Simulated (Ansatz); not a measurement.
A nudged elastic band was laid between two geometries of Al₂F₂H₄O₂ (10 atoms, charge 0, multiplicity 1).

These are results of Ansatz, RHF/def2-SVP, not measurements.

```
movable images  : 5
climbing image  : yes
spring          : 5.0 eV/Å²
optimiser       : quadratic models (default)
start path      : through a guess of the saddle point
force threshold : 0.05 eV/Å
iteration limit : 60
end points      : relaxed
```

Initial state:

```xyz
10
Properties=species:S:1:pos:R:3
Al -0.329 0.382 0.685
O -0.379 -1.161 1.337
H -0.595 -2.001 0.974
F 1.329 1.077 0.562
F -1.160 0.756 -0.692
O -0.449 1.689 1.950
Al 1.273 2.416 1.830
H 2.154 2.033 3.073
H 1.280 3.822 1.133
H -1.147 1.861 2.564
```

Final state:

```xyz
10
Properties=species:S:1:pos:R:3
Al 0.042 0.572 0.299
O -0.572 -0.778 1.575
H -1.433 -1.147 1.411
F 1.180 -0.233 -0.595
F -1.436 0.731 -0.449
O 0.557 1.768 1.374
Al 1.187 3.105 2.175
H 1.272 3.044 3.752
H 1.668 4.374 1.375
H -0.489 -0.565 2.497
```

Problem. What changes between the two ends?

Solution. Bonds broken: F4–Al7, O6–H10. Bonds formed: O2–H10.

Problem. Give the energies along the band, and the barrier.

Solution. The run converged. The highest image is number 3 of 0 to 6, 1.87 eV above the first end and 0.90 eV above the last; the last end lies 0.97 eV above the first. A vibrational analysis at the climbing image gives one clearly imaginary mode, 1620i cm⁻¹: a first-order saddle point. The orbitals stay closed-shell, which can raise the energy where a bond breaks towards radicals; this wasn't checked here.

| image | path coordinate (Å) | energy (eV) | F4–Al7 (Å) | O6–H10 (Å) | O2–H10 (Å) |
| --- | --- | --- | --- | --- | --- |
| 0 | 0.00 | 0.00 | 1.84 | 0.94 | 3.35 |
| 1 | 1.50 | 0.54 | 2.12 | 0.95 | 2.69 |
| 2 | 3.00 | 1.10 | 3.57 | 0.95 | 2.29 |
| 3 | 4.50 | 1.87 | 4.19 | 1.21 | 1.21 |
| 4 | 5.04 | 1.21 | 4.24 | 1.84 | 0.97 |
| 5 | 5.57 | 1.01 | 4.32 | 2.37 | 0.95 |
| 6 | 6.11 | 0.97 | 4.34 | 2.79 | 0.95 |

Problem. What is the geometry of the highest image?

Solution. 
```xyz
10
Properties=species:S:1:pos:R:3
Al -0.202 0.563 0.133
O -0.298 -0.748 1.395
H -0.980 -1.340 1.667
F 0.967 0.367 -1.014
F -1.685 1.060 -0.397
O 0.371 1.373 1.654
Al 1.059 2.737 2.441
H 1.333 2.605 3.981
H 1.349 4.009 1.572
H 0.064 0.249 1.983
```

Problem. What are the harmonic wavenumbers there?

Solution. 1620i, 60, 103, 127, 183, 244, 265, 296, 371, 494, 517, 642, 679, 701, 784, 850, 877, 969, 1043, 1338, 2065, 2075, 2107, 4225 cm⁻¹.

The run took 2.8 min on 2 threads of Arm Neoverse V1, on a shared host, peak memory 0.23 GiB.
